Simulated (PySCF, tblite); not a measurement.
C7H12OSi.
Cartesian coordinates in Å at the GFN2-xTB level; atoms count from 1:
```xyz
21
C7H12OSi angstrom
C      2.5582   -0.9291    1.0243
C      1.0897   -0.6776    0.9882
C      0.4682    0.2466    0.2611
Si     1.3804    1.4942   -0.8341
C     -1.0271    0.3912    0.3166
C     -1.8934   -0.8392    0.6791
C     -2.7387   -0.5493   -0.5383
O     -3.7982   -0.9477   -0.9259
C     -1.7653    0.4933   -1.0391
H      2.9336   -0.8044    2.0402
H      3.0974   -0.2571    0.3632
H      2.7656   -1.9569    0.7251
H      0.5184   -1.3352    1.6360
H      1.9462    0.8112   -2.0022
H      0.4318    2.5173   -1.2774
H      2.4490    2.1543   -0.0793
H     -1.2747    1.2450    0.9541
H     -2.4108   -0.8351    1.6365
H     -1.3670   -1.7866    0.5688
H     -1.1740    0.1278   -1.8779
H     -2.1982    1.4539   -1.3101
```

Method: PBE0/pcSseg-1 in PySCF (dipole) on a GFN2-xTB geometry, gas phase.

Masses are those of the commonest isotopes; rigid-rotor values at the optimised geometry. The values belong to one conformer with, in the numbering `[CH3:1]/[CH:2]=[C:3](\[SiH3:4])[CH:5]1[CH2:6][C:7](=[O:8])[CH2:9]1`, C2–C3–C5–C6 -27°, C3–C5–C6–C7 -130°, C5–C6–C7–O8 -168°, C6–C7–C9–C5 -10°, C3–C5–C9–C7 132°.

**Question.** Give the principal moments of inertia and the rotational constants in cm⁻¹.

**Answer.** Ia = 205.57, Ib = 649.47, Ic = 804.73 u·Å²; 505379 MHz·u·Å²/I gives 2458, 778.1 and 628.0 MHz, that is A = 0.08201, B = 0.02596, C = 0.02095 cm⁻¹.

**Question.** What kind of rotor is it?

**Answer.** An asymmetric top. Ray's parameter κ = (2B − A − C)/(A − C) = -0.836; −1 is the prolate and +1 the oblate limit.

**Question.** What does the inertial defect say?

**Answer.** Not planar: Δ = Ic − Ia − Ib = -50.30 u·Å². For a rigid frame Δ = −2 Σ m c², so Σ m c² = 25.15 u·Å² lies off the ab plane: 11.36 from hydrogen and 13.78 from heavier atoms. The atom farthest from that plane is 1.75 Å away.

**Question.** Give the other two planar moments, Paa and Pbb, and the rms extents of the mass along the axes.

**Answer.** Paa = Σ m a² = (Ib + Ic − Ia)/2 = 624.32 and Pbb = Σ m b² = (Ia + Ic − Ib)/2 = 180.42 u·Å². With the mass M = 140.07 u, the rms extents √(P/M) along a, b and c are 2.11, 1.13, 0.42 Å.

**Question.** Which lines would a microwave search look for?

**Answer.** The dipole components are |μa| = 3.02 D, |μb| = 0.80 D, |μc| = 0.75 D. Intensities carry the squares of the components, which stand as 1.00 : 0.07 : 0.06 (a : b : c). Some lines, for components of 0.1 D or more:

| type | branch | J(Ka,Kc) | MHz | lower level (cm⁻¹) |
| --- | --- | --- | --- | --- |
| a | Q | 2(1,1) ← 2(1,2) | 450 | 0.192 |
| b | R | 2(0,2) ← 1(1,1) | 1122 | 0.103 |
| a | R | 1(0,1) ← 0(0,0) | 1406 | 0.000 |
| c | Q | 2(1,2) ← 2(0,2) | 1540 | 0.140 |
| c | Q | 1(1,1) ← 1(0,1) | 1680 | 0.047 |
| b | Q | 1(1,0) ← 1(0,1) | 1830 | 0.047 |
| b | Q | 2(1,1) ← 2(0,2) | 1990 | 0.140 |
| a | R | 2(1,2) ← 1(1,1) | 2662 | 0.103 |
| a | R | 2(0,2) ← 1(0,1) | 2803 | 0.047 |
| a | R | 2(1,1) ← 1(1,0) | 2962 | 0.108 |
| b | R | 1(1,1) ← 0(0,0) | 3086 | 0.000 |
| c | R | 1(1,0) ← 0(0,0) | 3237 | 0.000 |
| b | R | 2(1,2) ← 1(0,1) | 4343 | 0.047 |
| c | R | 2(1,1) ← 1(0,1) | 4793 | 0.047 |
| c | Q | 2(2,1) ← 2(1,1) | 5041 | 0.207 |
| b | Q | 2(2,0) ← 2(1,1) | 5051 | 0.207 |
| b | Q | 2(2,1) ← 2(1,2) | 5491 | 0.192 |
| b | R | 2(2,1) ← 1(1,0) | 8003 | 0.108 |
| c | R | 2(2,0) ← 1(1,0) | 8013 | 0.108 |
| c | R | 2(2,1) ← 1(1,1) | 8154 | 0.103 |
| b | R | 2(2,0) ← 1(1,1) | 8163 | 0.103 |

Its GFN2-xTB frequencies are all real (lowest 47 cm⁻¹). Zero-point vibration and centrifugal distortion are left out. A rigid rotor knows nothing of internal rotation, which can split or shift real lines.
